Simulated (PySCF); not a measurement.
PySCF input (M06-2X/6-31G* (5d)):

```python
from pyscf import gto, dft

mol = gto.M(
    atom='''
    N    -0.84752100    1.38383100   -0.56316800
    Si   -0.00111600    0.00444000   -0.01389700
    N    -1.19672300   -1.18325300    0.27320200
    N     0.91959400   -0.01285600    1.44334100
    O     1.10504600   -0.19367900   -1.22963900
    H    -1.61422600    1.77852300   -0.04583400
    H    -0.39944400    2.05702400   -1.16188100
    H    -0.97872700   -2.04037000    0.75405500
    H    -1.96722500   -1.29212500   -0.36554600
    H     1.76720800    0.52983400    1.50298400
    H     0.44190800   -0.02498300    2.33113200
    H     1.79831500   -0.83468600   -1.05686400
    ''',
    basis='6-31g*',
    charge=1,
    spin=1,
    verbose=4,
)

mf = dft.UKS(mol, xc='m062x')
mf.grids.level = 4
mf.conv_tol = 1e-9
mf.max_cycle = 100
mf.max_memory = 1500
mf.kernel()
if not mf.converged:
    mf = mf.newton()
    mf.kernel(mf.make_rdm1())
mo, _, stable, _ = mf.stability(return_status=True)
if not stable:
    mf.kernel(mf.make_rdm1(mo, mf.mo_occ))
    stable = mf.stability(return_status=True)[2]
mf.dip_moment()
```

Output:

```
PySCF version 2.14.0

[INPUT] verbose = 4
[INPUT] num. atoms = 12
[INPUT] num. electrons = 49
[INPUT] charge = 1
[INPUT] spin (= nelec alpha-beta = 2S) = 1
[INPUT] symmetry False subgroup None
[INPUT] Mole.unit = angstrom
[INPUT] Symbol           X                Y                Z      unit          X                Y                Z       unit  Magmom
[INPUT]  1 N     -0.847521000000   1.383831000000  -0.563168000000 AA   -1.601582574818   2.615061592683  -1.064233282119 Bohr   0.0
[INPUT]  2 Si    -0.001116000000   0.004440000000  -0.013897000000 AA   -0.002108934355   0.008390383993  -0.026261523953 Bohr   0.0
[INPUT]  3 N     -1.196723000000  -1.183253000000   0.273202000000 AA   -2.261478716968  -2.236024106070   0.516276956683 Bohr   0.0
[INPUT]  4 N      0.919594000000  -0.012856000000   1.443341000000 AA    1.737780805793  -0.024294319057   2.727519194356 Bohr   0.0
[INPUT]  5 O      1.105046000000  -0.193679000000  -1.229639000000 AA    2.088234295046  -0.366000266080  -2.323680942084 Bohr   0.0
[INPUT]  6 H     -1.614226000000   1.778523000000  -0.045834000000 AA   -3.050445043152   3.360921376240  -0.086613707193 Bohr   0.0
[INPUT]  7 H     -0.399444000000   2.057024000000  -1.161881000000 AA   -0.754839762101   3.887211991657  -2.195636879336 Bohr   0.0
[INPUT]  8 H     -0.978727000000  -2.040370000000   0.754055000000 AA   -1.849525980717  -3.855740492779   1.424957432859 Bohr   0.0
[INPUT]  9 H     -1.967225000000  -1.292125000000  -0.365546000000 AA   -3.717516475398  -2.441762368704  -0.690781825930 Bohr   0.0
[INPUT] 10 H      1.767208000000   0.529834000000   1.502984000000 AA    3.339539125140   1.001241151483   2.840228129603 Bohr   0.0
[INPUT] 11 H      0.441908000000  -0.024983000000   2.331132000000 AA    0.835085092254  -0.047211027770   4.405201040210 Bohr   0.0
[INPUT] 12 H      1.798315000000  -0.834686000000  -1.056864000000 AA    3.398322835697  -1.577327940009  -1.997183510912 Bohr   0.0

nuclear repulsion = 263.628960648571
number of shells = 46
number of NR pGTOs = 187
number of NR cGTOs = 88
basis = 6-31g*
ecp = {}

******** <class 'pyscf.dft.uks.UKS'> ********
method = UKS
initial guess = minao
damping factor = 0
level_shift factor = 0
DIIS = <class 'pyscf.scf.diis.CDIIS'>
diis_start_cycle = 1
diis_space = 8
diis_damp = 0
SCF conv_tol = 1e-09
SCF conv_tol_grad = None
SCF max_cycles = 100
direct_scf = True
direct_scf_tol = 1e-13
number electrons alpha = 25  beta = 24
XC library pyscf.dft.libxc version 7.1.2
    S. Lehtola, C. Steigemann, M. J. T. Oliveira, and M. A. L. Marques,  SoftwareX 7, 1–5 (2018)
XC functionals = m062x
    Y. Zhao and D. G. Truhlar,  Theor. Chem. Acc. 120, 215 (2008)
    Y. Zhao and D. G. Truhlar,  Theor. Chem. Acc. 120, 215 (2008)
radial grids:
    Treutler-Ahlrichs [JCP 102, 346 (1995); DOI:10.1063/1.469408] (M4) radial grids

becke partition: Becke, JCP 88, 2547 (1988); DOI:10.1063/1.454033
pruning grids: <function nwchem_prune>
grids dens level: 4
symmetrized grids: False
atomic radii adjust function: <function treutler_atomic_radii_adjust>
small_rho_cutoff = 0
Set gradient conv threshold to 3.16228e-05
tot grids = 250768
init E= -533.695045735179
  alpha nocc = 25  HOMO = -0.30773842565956  LUMO = 0.00959441704865727
  beta  nocc = 24  HOMO = -0.32846118907189  LUMO = -0.30773842565956

WARN: HOMO -0.30773842565956 >= LUMO -0.30773842565956

cycle= 1 E= -532.736146040368  delta_E= 0.959  |g|= 0.469  |ddm|= 2.14
  alpha nocc = 25  HOMO = -0.424730164089629  LUMO = -0.110190775928417
  beta  nocc = 24  HOMO = -0.434470316733065  LUMO = -0.403792764732839
  HOMO = -0.42473016409  LUMO = -0.403792764733  gap/eV = 0.56974
cycle= 2 E= -532.64510960646  delta_E= 0.091  |g|= 0.678  |ddm|= 0.895
  alpha nocc = 25  HOMO = -0.522170687985179  LUMO = -0.0973346841073326
  beta  nocc = 24  HOMO = -0.495895427701584  LUMO = -0.387775739663581
  HOMO = -0.495895427702  LUMO = -0.387775739664  gap/eV = 2.94209
cycle= 3 E= -532.830704694452  delta_E= -0.186  |g|= 0.0981  |ddm|= 0.59
  alpha nocc = 25  HOMO = -0.518170949631605  LUMO = -0.0982119979865446
  beta  nocc = 24  HOMO = -0.498462010950447  LUMO = -0.395419400957167
  HOMO = -0.49846201095  LUMO = -0.395419400957  gap/eV = 2.80393
cycle= 4 E= -532.834659177227  delta_E= -0.00395  |g|= 0.0371  |ddm|= 0.0904
  alpha nocc = 25  HOMO = -0.517238969253735  LUMO = -0.0946250679031135
  beta  nocc = 24  HOMO = -0.497570727412961  LUMO = -0.383176262464353
  HOMO = -0.497570727413  LUMO = -0.383176262464  gap/eV = 3.11283
cycle= 5 E= -532.835264723442  delta_E= -0.000606  |g|= 0.0157  |ddm|= 0.0395
  alpha nocc = 25  HOMO = -0.516466808697408  LUMO = -0.0945455793985195
  beta  nocc = 24  HOMO = -0.4958986564207  LUMO = -0.381441288486241
  HOMO = -0.495898656421  LUMO = -0.381441288486  gap/eV = 3.11454
cycle= 6 E= -532.835397555338  delta_E= -0.000133  |g|= 0.00926  |ddm|= 0.0198
  alpha nocc = 25  HOMO = -0.516445022143087  LUMO = -0.0946245748079604
  beta  nocc = 24  HOMO = -0.495795742018794  LUMO = -0.381473253327504
  HOMO = -0.495795742019  LUMO = -0.381473253328  gap/eV = 3.11087
cycle= 7 E= -532.835463379344  delta_E= -6.58e-05  |g|= 0.00289  |ddm|= 0.0115
  alpha nocc = 25  HOMO = -0.517317784961591  LUMO = -0.0946094557318986
  beta  nocc = 24  HOMO = -0.49616200922318  LUMO = -0.381283438251711
  HOMO = -0.496162009223  LUMO = -0.381283438252  gap/eV = 3.12601
cycle= 8 E= -532.835480900477  delta_E= -1.75e-05  |g|= 0.00209  |ddm|= 0.00805
  alpha nocc = 25  HOMO = -0.516866463647387  LUMO = -0.094589952298894
  beta  nocc = 24  HOMO = -0.495717536813904  LUMO = -0.38120348530877
  HOMO = -0.495717536814  LUMO = -0.381203485309  gap/eV = 3.11609
cycle= 9 E= -532.835488158282  delta_E= -7.26e-06  |g|= 0.000798  |ddm|= 0.00504
  alpha nocc = 25  HOMO = -0.516661566876401  LUMO = -0.0946340803681687
  beta  nocc = 24  HOMO = -0.495717031645316  LUMO = -0.381265629159992
  HOMO = -0.495717031645  LUMO = -0.38126562916  gap/eV = 3.11438
cycle= 10 E= -532.835490585106  delta_E= -2.43e-06  |g|= 0.000553  |ddm|= 0.00371
  alpha nocc = 25  HOMO = -0.516351027620793  LUMO = -0.0946633073298817
  beta  nocc = 24  HOMO = -0.495729252889333  LUMO = -0.381283834636982
  HOMO = -0.495729252889  LUMO = -0.381283834637  gap/eV = 3.11422
cycle= 11 E= -532.835491651516  delta_E= -1.07e-06  |g|= 0.000395  |ddm|= 0.00268
  alpha nocc = 25  HOMO = -0.515995874188258  LUMO = -0.0946949910332298
  beta  nocc = 24  HOMO = -0.495718564068615  LUMO = -0.381307587856705
  HOMO = -0.495718564069  LUMO = -0.381307587857  gap/eV = 3.11328
cycle= 12 E= -532.835492372613  delta_E= -7.21e-07  |g|= 0.000276  |ddm|= 0.00253
  alpha nocc = 25  HOMO = -0.515789953593529  LUMO = -0.0947139092764115
  beta  nocc = 24  HOMO = -0.495729936837269  LUMO = -0.381311906963687
  HOMO = -0.495729936837  LUMO = -0.381311906964  gap/eV = 3.11347
cycle= 13 E= -532.835492738609  delta_E= -3.66e-07  |g|= 0.000252  |ddm|= 0.00161
  alpha nocc = 25  HOMO = -0.515165897618577  LUMO = -0.0947665294394198
  beta  nocc = 24  HOMO = -0.495725596515673  LUMO = -0.381342014769549
  HOMO = -0.495725596516  LUMO = -0.38134201477  gap/eV = 3.11254
cycle= 14 E= -532.835493332979  delta_E= -5.94e-07  |g|= 7.92e-05  |ddm|= 0.0045
  alpha nocc = 25  HOMO = -0.514992609305441  LUMO = -0.0947801508777459
  beta  nocc = 24  HOMO = -0.495727332783355  LUMO = -0.381355123093063
  HOMO = -0.495727332783  LUMO = -0.381355123093  gap/eV = 3.11223
cycle= 15 E= -532.835493394984  delta_E= -6.2e-08  |g|= 3.67e-05  |ddm|= 0.00139
  alpha nocc = 25  HOMO = -0.514955029711098  LUMO = -0.0947832996691056
  beta  nocc = 24  HOMO = -0.495722286272874  LUMO = -0.381356411989457
  HOMO = -0.495722286273  LUMO = -0.381356411989  gap/eV = 3.11205
cycle= 16 E= -532.835493399596  delta_E= -4.61e-09  |g|= 3.09e-05  |ddm|= 0.000265
  alpha nocc = 25  HOMO = -0.514900066992639  LUMO = -0.0947873313075211
  beta  nocc = 24  HOMO = -0.49572090586126  LUMO = -0.381359967509246
  HOMO = -0.495720905861  LUMO = -0.381359967509  gap/eV = 3.11192
cycle= 17 E= -532.835493402436  delta_E= -2.84e-09  |g|= 6.87e-06  |ddm|= 0.000412
  alpha nocc = 25  HOMO = -0.514902117589077  LUMO = -0.094787344683676
  beta  nocc = 24  HOMO = -0.495721479113854  LUMO = -0.381361221922212
  HOMO = -0.495721479114  LUMO = -0.381361221922  gap/eV = 3.11190
cycle= 18 E= -532.835493402494  delta_E= -5.76e-11  |g|= 6.11e-06  |ddm|= 1.53e-05
  alpha nocc = 25  HOMO = -0.514902154641018  LUMO = -0.0947870016756847
  beta  nocc = 24  HOMO = -0.495721408792532  LUMO = -0.381360493258662
  HOMO = -0.495721408793  LUMO = -0.381360493259  gap/eV = 3.11192
Extra cycle  E= -532.8354934025  delta_E= -6.59e-12  |g|= 7.12e-06  |ddm|= 1.13e-05
converged SCF energy = -532.8354934025  <S^2> = 0.76390746  2S+1 = 2.0138594
uhf_internal: lowest eigs of H = [0.02833726 0.12553913 0.16277825]
<class 'pyscf.dft.uks.UKS'> wavefunction is stable in the internal stability analysis

WARN: System has nonzero charge 1; the dipole moment is origin-dependent.
Location of origin: [0. 0. 0.]

Dipole moment(X, Y, Z, Debye): -0.24347,  1.67485,  2.89438
```

The dipole moment of an ion depends on the origin.

The geometry given is a B3LYP-D3(BJ)/def2-TZVP minimum of the species of charge 0 and multiplicity 1, not of this state.
